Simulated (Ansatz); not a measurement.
`[NH2][Zn][N]([SiH3])[SiH3]` and `N[Si]N([SiH3])[SiH3]` differ in one atom or group.

Ansatz, PBE0-D4/def2-TZVP geometries, multiplicity 1. Each molecule was computed in one conformer, which needn't be the lowest.

Scalar relativity is left out up to krypton.

```csv
property,`[NH2][Zn][N]([SiH3])[SiH3]`
HOMO energy (B3LYP/def2-TZVPP) / eV,-6.98
"ideal-gas entropy at 298 K and 1 bar (rigid rotor, harmonic PBE0-D4/def2-TZVP) / J/(mol·K)",426
size of the dipole moment (B3LYP/def2-TZVPP) / D,1.70
HOMO–LUMO gap (ωB97M-V/def2-TZVPP) / eV,10.29
HOMO energy (PBE/def2-TZVPP) / eV,-5.88
HOMO energy (PBE0/def2-TZVPP) / eV,-7.21
```

Problem. What does the change do to each property? (Estimate.)

Solution. Ansatz gave: 
```
                                                                                  property  `N[Si]N([SiH3])[SiH3]`  shift
                                                       HOMO energy (B3LYP/def2-TZVPP) / eV                   -6.43   0.55
ideal-gas entropy at 298 K and 1 bar (rigid rotor, harmonic PBE0-D4/def2-TZVP) / J/(mol·K)                     388    -38
                                          size of the dipole moment (B3LYP/def2-TZVPP) / D                    1.71   0.01
                                                   HOMO–LUMO gap (ωB97M-V/def2-TZVPP) / eV                    9.69  -0.60
                                                         HOMO energy (PBE/def2-TZVPP) / eV                   -5.55   0.33
                                                        HOMO energy (PBE0/def2-TZVPP) / eV                   -6.61   0.60
```

With PBE0 the HOMO rises by 0.60 eV and the LUMO falls by 0.07 eV, so the gap narrows by about 0.67 eV. PBE moves the HOMO by 0.33 eV and ωB97M-V by 0.86 eV. Dipoles are sizes alone; their direction can turn. Modes under 60 cm⁻¹, often nearly free rotors, make the harmonic entropy too high.

Positive LUMOs are unbound, so they and the gaps depend on the basis.

B3LYP here is the variant with VWN-RPA as its local correlation; programs differ in this.
